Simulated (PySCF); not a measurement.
A PySCF script (with the pyscf-properties extension) for the NMR shieldings of SMILES C=N[SiH]1SCCS1, C3H7NS2Si, on a PBE0-D3(BJ)/def2-SVP geometry:

```python
import basis_set_exchange as bse
import numpy as np
from pyscf import gto, dft
from pyscf.prop import nmr

atoms = """
C    -2.855889   -1.022134    1.225342
N    -1.606371   -0.882407    1.097862
Si   -0.896895    0.096551   -0.176588
S     0.577785   -0.960745   -1.302306
C     1.983787   -0.312239   -0.320742
C     1.859619    1.182782   -0.118021
S     0.294591    1.629481    0.728546
H    -3.269516   -1.650906    2.035709
H    -3.614714   -0.548599    0.563342
H    -1.976386    0.593311   -1.086812
H     2.031362   -0.840600    0.643172
H     2.891053   -0.552789   -0.896572
H     2.668548    1.553691    0.530902
H     1.911766    1.713053   -1.080528
"""
names = dict.fromkeys(["C", "N", "Si", "S", "H"], "pcSseg-1")
basis = {el: gto.basis.parse(bse.get_basis(n, elements=[el], fmt="nwchem")) for el, n in names.items()}
mol = gto.M(atom=atoms, basis=basis, charge=0, verbose=0)
mf = dft.RKS(mol, xc="HYB_GGA_XC_WP04")
mf.grids.level = 2
mf.grids.alignment = dft.numint.BLKSIZE   # the property module wants whole blocks of grid points
mf.conv_tol = 1e-9
mf.kernel()

calc = nmr.RKS(mf)   # GIAO
C = mf.mo_coeff
Co = C[:, mf.mo_occ > 0]
resp = mf.gen_response(singlet=True, hermi=2)
def vind(x):   # induced exchange potential for any number of trial vectors
    d = np.einsum("pi,xij,qj->xpq", C, 2 * x.reshape(-1, C.shape[1], Co.shape[1]), Co, optimize=True)
    return np.einsum("xpq,pi,qj->xij", resp(d - d.transpose(0, 2, 1)), C, Co, optimize=True).ravel()
mo1, _ = nmr.rhf.solve_mo1(calc, with_cphf=vind)
sigma = calc.kernel(mo1)
for i, s in enumerate(sigma):   # ppm
    print("%2d %-2s %9.2f" % (i, mol.atom_pure_symbol(i), np.trace(s) / 3))
```

**Question.** What does it print?

**Answer.** 
```
 0 C       0.17
 1 N    -162.53
 2 Si    307.68
 3 S     528.52
 4 C     128.18
 5 C     126.51
 6 S     541.09
 7 H      23.51
 8 H      23.45
 9 H      26.59
10 H      28.73
11 H      28.70
12 H      28.60
13 H      28.95
```

These numbers come from an equivalent density-fitted implementation of the same equations, which agrees with the script to about 0.01 ppm for H and up to a few tenths of a ppm for heavy atoms, so last digits may differ.

**Question.** Turn these shieldings into chemical shifts. References, each an isolated molecule treated in the same way: ¹³C (σ = 172.44 ppm) and ²⁹Si (σ = 338.69 ppm) and ¹H (σ = 31.56 ppm) vs TMS; NH3 for ¹⁵N (σ = 246.90 ppm); CS2 for ³³S (σ = 462.27 ppm).

**Answer.** Averaging equivalent atoms: C 0: 172.3; C 4/5: 45.1; N 1: 409.4; Si 2: 31.0; S 3/6: -73; H 8: 8.12; H 7: 8.05; H 9: 4.98; H 10/12: 2.90; H 11/13: 2.74 ppm. Experimental scales use liquid or dissolved standards, which lie at an offset from isolated NH3 (liquid NH3: subtract about 20 ppm). Unscaled 15N shifts of sp2 nitrogen come out 20 to 40 ppm too high even then.

Size and cost of the density-fitted run: 175 basis functions, 37 s wall time on 1 thread of an Arm Neoverse N1, shared host.
